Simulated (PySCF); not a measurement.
A survey of ¹⁵N NMR shifts

- coordinates at the GFN2-xTB level
- GIAO PBE0/pcSseg-1 shieldings
- run in PySCF
- single conformer, in vacuum, one averaged value for each set of equivalent atoms, non-relativistic Hamiltonian

Shieldings were converted by a linear fit to measured shifts: ¹⁵N: δ = -148.07 − 0.921σ (rms 6.3 ppm, 71 shifts vs CH3NO2, solution or neat liquid). Occasional misses reach two or three times the rms, and more in compound classes unlike the fitted ones.

Give the ¹⁵N shifts of `N#Cc1ncsn1`, `N#C[SiH]1SCCS1`, `N#C[SiH]1SCCS1`, `Cc1ncnnc1O[SiH2][SiH3]`, `C/C=C/[Si@@H](NC)OC(C)=O`, `CC[C@@]1(/C=N/C)CO[SiH2]O1`.

Answers


```csv
compound,environment,δ (ppm)
[N:1]#[C:2][c:3]1[n:4][cH:5][s:6][n:7]1,N4: pyridine-type nitrogen of an azole,-73.9
[N:1]#[C:2][c:3]1[n:4][cH:5][s:6][n:7]1,N7: pyridine-type nitrogen of an azole,-76.9
[N:1]#[C:2][c:3]1[n:4][cH:5][s:6][n:7]1,N1: nitrile nitrogen,-101.7
N#C[SiH]1SCCS1,nitrile nitrogen,-59.3
N#C[SiH]1SCCS1,nitrile nitrogen,-59.3
[CH3:1][c:2]1[n:3][cH:4][n:5][n:6][c:7]1[O:8][SiH2:9][SiH3:10],N5: pyridine-type ring nitrogen,-17.4
[CH3:1][c:2]1[n:3][cH:4][n:5][n:6][c:7]1[O:8][SiH2:9][SiH3:10],N6: pyridine-type ring nitrogen,-30.1
[CH3:1][c:2]1[n:3][cH:4][n:5][n:6][c:7]1[O:8][SiH2:9][SiH3:10],N3: pyridine-type ring nitrogen,-75.5
C/C=C/[Si@@H](NC)OC(C)=O,"nitrogen bonded to C, Si, H",-370.2
CC[C@@]1(/C=N/C)CO[SiH2]O1,imine nitrogen,-43.8
```
